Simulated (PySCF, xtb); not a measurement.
Si(H)(NH2) (H3NSi), SMILES N[SiH] (connectivity only; charge and spin as stated), neutral, multiplicity 1.

GFN2-xTB (xtb) at its own geometry gives an orbital gap of 2.75 eV and a dipole moment of 1.12 D.

Geometry optimised at B3LYP-D3(BJ)/def2-TZVP.

### Question
What does M06-2X/def2-TZVPD (PySCF) give? (Estimate from the structure and the level; the computed values follow.)

### Answer
gap 6.70 eV (levels -7.40 and -0.70 eV), dipole 1.81 D.
